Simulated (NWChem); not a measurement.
System: C3HF3; SMILES FC(F)=C=CF

Here is an NWChem input.

```
start job
memory heap 200 mb stack 900 mb global 1100 mb
geometry units angstroms noautosym nocenter noautoz
  F      0.441197    -2.577929     0.000000
  C     -0.498075    -1.616012     0.000000
  C     -0.226683    -0.328058     0.000000
  C     -0.014603     0.969604     0.000000
  F      0.108210     1.724107     1.085736
  F      0.108210     1.724107    -1.085736
  H     -1.518289    -2.043383     0.000000
end
basis spherical
  F library 6-31g*
  C library 6-31g*
  H library 6-31g*
end
dft
  xc m06-2x
  iterations 150
end
cosmo
  do_cosmo_smd true
  solvent dmf
end
task dft energy
```

NWChem printed, in part:

```
             Northwest Computational Chemistry Package (NWChem) 7.3.0
             --------------------------------------------------------

                             Geometry "geometry" -> ""
                             -------------------------

 Output coordinates in angstroms (scale by  1.889725989 to convert to a.u.)

  No.       Tag          Charge          X              Y              Z
 ---- ---------------- ---------- -------------- -------------- --------------
    1 F                    9.0000     0.44119700    -2.57792900     0.00000000
    2 C                    6.0000    -0.49807500    -1.61601200     0.00000000
    3 C                    6.0000    -0.22668300    -0.32805800     0.00000000
    4 C                    6.0000    -0.01460300     0.96960400     0.00000000
    5 F                    9.0000     0.10821000     1.72410700     1.08573600
    6 F                    9.0000     0.10821000     1.72410700    -1.08573600
    7 H                    1.0000    -1.51828900    -2.04338300     0.00000000

 Effective nuclear repulsion energy (a.u.)     209.9507928905

                                 NWChem DFT Module
                                 -----------------

 Summary of "ao basis" -> "ao basis" (spherical)
 ------------------------------------------------------------------------------
       Tag                 Description            Shells   Functions and Types
 ---------------- ------------------------------  ------  ---------------------
 F                           6-31g*                  6       14   3s2p1d
 C                           6-31g*                  6       14   3s2p1d
 H                           6-31g*                  2        2   2s

 in cosmo_initialize ...
 calling solv_data for solv:dmf

 solvent parameters
 solvname_short: dmf
 solvname_long:  N,N-dimethylformamide
 dielec:       37.2190
 dielecinf:     2.0463
 nonaqueous SMD model solvent descriptors
 dielec:       37.2190
 sola:          0.0000
 solb:          0.7400
 solc:          0.0000
 solg:         49.5600
 solh:          0.0000
 soln:          1.4305

          ---------------
          -cosmo- solvent
          ---------------
 Cosmo: York-Karplus, doi: 10.1021/jp992097l
 dielectric constant -eps-     =  37.22
 screen = (eps-1)/(eps    )    =   0.97313
 surface charge correction     = lagrangian

   van der Waals surface
 --------------------------

 ---------- ATOMIC COORDINATES (A.U.) ------------ VDWR(ANG.) --
     1    0.83374144   -4.87157943    0.00000000     1.730
     2   -0.94122527   -3.05381987    0.00000000     1.850
     3   -0.42836876   -0.61993973    0.00000000     1.850
     4   -0.02759567    1.83228588    0.00000000     1.850
     5    0.20448725    3.25808980    2.05174354     1.730
     6    0.20448725    3.25808980   -2.05174354     1.730
     7   -2.86915018   -3.86143396    0.00000000     1.200
 number of segments per atom =        128
 number of   points per atom =        128
 atom (   nspa,  nppa )
 ----------------------
    1 (     86,     0 )       0
    2 (     52,     0 )       0
    3 (     56,     0 )       0
    4 (     32,     0 )       0
    5 (     83,     0 )       0
    6 (     83,     0 )       0
    7 (     56,     0 )       0
 number of -cosmo- surface points =      448
 molecular surface =    112.841 angstrom**2
 molecular volume  =     86.343 angstrom**3
 -lineq- algorithm             =   0
 -bem- low  level              =   3
 -bem- from -octahedral-
 gaussian surface charge width =   4.50000
 degree of switching           =   1.00000
 switching function tolerance  =   0.00010
 atomic radii =
 --------------
    1  9.000  1.730
    2  6.000  1.850
    3  6.000  1.850
    4  6.000  1.850
    5  9.000  1.730
    6  9.000  1.730
    7  1.000  1.200
 ...... end of -cosmo- initialization ......

 nat:                     7
 ixmem:                  2814
 calling mnsol_interface()
 G(SMD-CDS) energy (kcal/mol)  =     2.512
 SMD-CDS SASA (angstrom**2)    =   127.461

[...]

                                COSMO-SMD solvation results
                                ---------------------------

             internal energy in gas <Psi(g)|H|Psi(g)> =      -414.187917820679
         internal energy in solvent <Psi(s)|H|Psi(s)> =      -414.187227443102
                               delta internal energy  =         0.000690377577 (    0.43 kcal/mol)
   total free energy in solvent <Psi(s)|H+V/2|Psi(s)> =      -414.192171144889
 polarization energy contribution <Psi(s)|V/2|Psi(s)> =        -0.004943701787 (   -3.10 kcal/mol)
    total free energy in solvent including G(SMD-CDS) =      -414.188167880778
                       G(SMD-CDS) energy contribution =         0.004003264110 (    2.51 kcal/mol)
     1 M fixed-concentration free energy of solvation =        -0.000250060099 (   -0.16 kcal/mol)

                       DFT Final Molecular Orbital Analysis
                       ------------------------------------

 Vector   21  Occ=2.000000D+00  E=-4.725961D-01
              MO Center= -1.4D-01, -2.0D+00, -1.4D-09, r^2= 1.8D+00
   Bfn.  Coefficient  Atom+Function         Bfn.  Coefficient  Atom+Function
  ----- ------------  ---------------      ----- ------------  ---------------
     3      0.406806  1 F  px                 4      0.327385  1 F  py
     7      0.290660  1 F  px                17     -0.237954  2 C  px
     8      0.232932  1 F  py                85      0.207560  7 H  s
    32      0.194715  3 C  py                86      0.176109  7 H  s
    18     -0.174545  2 C  py                20      0.171626  2 C  s

 Vector   22  Occ=2.000000D+00  E=-3.440821D-01
              MO Center= -2.3D-01, -9.0D-01, -3.6D-10, r^2= 1.9D+00
   Bfn.  Coefficient  Atom+Function         Bfn.  Coefficient  Atom+Function
  ----- ------------  ---------------      ----- ------------  ---------------
    33      0.422091  3 C  pz                19      0.358435  2 C  pz
    37      0.294023  3 C  pz                 5     -0.255711  1 F  pz
     9     -0.210394  1 F  pz                23      0.204240  2 C  pz
    60      0.110037  5 F  py                74     -0.110037  6 F  py
    64      0.081966  5 F  py                78     -0.081966  6 F  py

 Vector   23  Occ=2.000000D+00  E=-3.300670D-01
              MO Center= -1.4D-01,  2.1D-01,  1.5D-11, r^2= 2.1D+00
   Bfn.  Coefficient  Atom+Function         Bfn.  Coefficient  Atom+Function
  ----- ------------  ---------------      ----- ------------  ---------------
    31      0.413710  3 C  px                45      0.362812  4 C  px
    35      0.314348  3 C  px                59     -0.209203  5 F  px
    73     -0.209203  6 F  px                63     -0.169311  5 F  px
    77     -0.169311  6 F  px                49      0.163220  4 C  px
     4     -0.096697  1 F  py                36     -0.090431  3 C  py

 Vector   24  Occ=0.000000D+00  E= 2.166638D-02
              MO Center= -3.1D-01, -7.7D-01,  2.7D-09, r^2= 2.5D+00
   Bfn.  Coefficient  Atom+Function         Bfn.  Coefficient  Atom+Function
  ----- ------------  ---------------      ----- ------------  ---------------
    23      0.538772  2 C  pz                19      0.470587  2 C  pz
    37     -0.399238  3 C  pz                33     -0.343042  3 C  pz
    51     -0.246520  4 C  pz                47     -0.205596  4 C  pz
     9     -0.184595  1 F  pz                 5     -0.178980  1 F  pz
    62      0.163856  5 F  s                 76     -0.163856  6 F  s

 Vector   25  Occ=0.000000D+00  E= 3.884191D-02
              MO Center= -1.5D-01, -6.9D-04, -2.3D-09, r^2= 2.8D+00
   Bfn.  Coefficient  Atom+Function         Bfn.  Coefficient  Atom+Function
  ----- ------------  ---------------      ----- ------------  ---------------
    45      0.512675  4 C  px                49      0.468219  4 C  px
    31     -0.332726  3 C  px                35     -0.321587  3 C  px
    86     -0.299431  7 H  s                  6      0.282604  1 F  s
    22      0.276260  2 C  py                21     -0.268089  2 C  px
    36      0.238141  3 C  py                59     -0.170417  5 F  px

 Vector   26  Occ=0.000000D+00  E= 1.878922D-01
              MO Center= -1.1D+00, -1.3D+00, -1.4D-09, r^2= 3.9D+00
   Bfn.  Coefficient  Atom+Function         Bfn.  Coefficient  Atom+Function
  ----- ------------  ---------------      ----- ------------  ---------------
    86     -1.600054  7 H  s                 20      1.506516  2 C  s
    48      0.910878  4 C  s                 34     -0.660121  3 C  s
    21     -0.496408  2 C  px                22     -0.355025  2 C  py
     6     -0.262698  1 F  s                 16      0.263000  2 C  s
    62     -0.261687  5 F  s                 76     -0.261687  6 F  s

     Multipole analysis of the density
     ---------------------------------

     L   x y z        total         alpha         beta         nuclear
     -   - - -        -----         -----         ----         -------
     0   0 0 0     -0.000000    -23.000000    -23.000000     46.000000

     1   1 0 0     -0.640867     -0.286511     -0.286511     -0.067845
     1   0 1 0     -0.325446     -0.108286     -0.108286     -0.108875
     1   0 0 1      0.000000      0.000000      0.000000      0.000000

     2   2 0 0    -21.284332    -21.473073    -21.473073     21.661814
     2   1 1 0      2.606265     -1.223152     -1.223152      5.052569
     2   1 0 1      0.000000      0.000000      0.000000      0.000000
     2   0 2 0    -23.928264   -260.953336   -260.953336    497.978408
     2   0 1 1      0.000000      0.000000      0.000000      0.000000
     2   0 0 2    -23.899389    -49.836558    -49.836558     75.773728
```

Level: M06-2X/6-31G* (spherical d), SMD on the gas-phase geometry. Coordinates come from a PBE-D3(BJ)/def2-SVP optimisation. Solvent: N,N-dimethylformamide.
